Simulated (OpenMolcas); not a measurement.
**OpenMolcas input wanted**

BI3 has 4 atoms, charge 0, and is taken as a singlet. SMILES: `IB(I)I`. The shape is that of a PBE0-D4/def2-TZVP optimisation.

```xyz
4

I    -1.3085   -0.2952    1.6156
B     0.0139   -0.0151   -0.0051
I     1.8768   -1.0063   -0.0303
I    -0.5265    1.2563   -1.6005
```

Settings wanted:

```
method                    : MP2
reference                 : RHF
relativity                : none
basis set                 : def2-SVP
task                      : energy
frozen core orbitals      : 13
nucleus                   : point
SCF convergence threshold : 1e-10
```

Write the OpenMolcas 26.06 input and the command.

This one ran through:

calc.inp:
```
* BI3 MP2

&GATEWAY
  BASLIB = $CurrDir
  COORD
  4
  angstrom
  I       -1.308500      -0.295200       1.615600
  B        0.013900      -0.015100      -0.005100
  I        1.876800      -1.006300      -0.030300
  I       -0.526500       1.256300      -1.600500
  BASIS = def2-SVP
  GROUP = NoSym

&SEWARD

&SCF
  THRESHOLDS = 1e-10 1e-07 1e-07 1e-05
  PRORBITALS = 1 1

&MBPT2
  FROZEN = 13
```

```bash
$ export MOLCAS_MEM=1860
$ pymolcas calc.inp > calc.log
```

(Basis files named in the input come from the Basis Set Exchange and aren't shown.)

Calculated total energy: -915.13475 Eh.
